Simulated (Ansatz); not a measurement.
`[AlH2][BH][GeH3]` + NH₃ → `N[BH][GeH3]` + `[AlH3]` at 500 K and 1 bar (cleavage of the B–Al bond).

Isolated molecules relaxed with PBE0-D4/def2-TZVP in Ansatz; ΔE leaves out vibrations. CBS: MP2 limit from def2 TZ/QZ plus the TZ coupled-cluster correction, frozen cores. This one scheme is used for every species. For Ge outer-core shells are correlated without core-valence functions, which leaves a few kJ/mol of doubt a bond. Scalar relativity is left out up to krypton. Each species was taken in one conformer, which may not be the lowest.

```csv
species,CCSD(T)/CBS energy (Eh),H − E (kJ/mol),S (J/(mol·K))
`[AlH2][BH][GeH3]`,-2346.45558,170.3,413.7
NH₃,-56.50880,108.2,211.8
`N[BH][GeH3]`,-2159.24602,204.2,361.4
`[AlH3]`,-243.78045,68.7,232.2
```

H − E and S are ideal-gas, rigid-rotor, harmonic terms from PBE0-D4/def2-TZVP, for one conformer and one mirror image of each species. 1 Eh = 2625.50 kJ/mol, R = 8.31446 J/(mol·K).

Problem. By hand: ΔE, ΔH, ΔS and ΔG.

Solution. ΔE = (-2159.24602) + (-243.78045) − (-2346.45558) − (-56.50880) = -0.06209 Eh = -163.0 kJ/mol. Δ(H − E) = 204.2 + 68.7 − 170.3 − 108.2 = -5.6, so ΔH = -168.6 kJ/mol. ΔS = 361.4 + 232.2 − 413.7 − 211.8 = -31.9 J/(mol·K). ΔG = -168.6 − 500 × (-31.9)/1000 = -152.7 kJ/mol.

Problem. By hand: the equilibrium constant, and the temperature at which ΔG would vanish if ΔH and ΔS stayed fixed.

Solution. log₁₀ K = −ΔG/(RT ln 10) = 16.0. ΔG = 0 at ΔH/ΔS = 5285 K, far beyond where these terms or the molecules hold.

ΔH outweighs TΔS. A doubt of 5 kJ/mol in ΔE shifts log₁₀ K by 0.5 here. Other conformers and mirror images would add mixing entropy, several J/(mol·K) or more a flexible species. Modes under 60 cm⁻¹, often nearly free rotors, make the harmonic entropy too high. These are equilibria of isolated gas molecules and say nothing of rates. Largest T1 diagnostic: 0.013 (customary marks: 0.02 for closed shells, 0.045 for open ones).
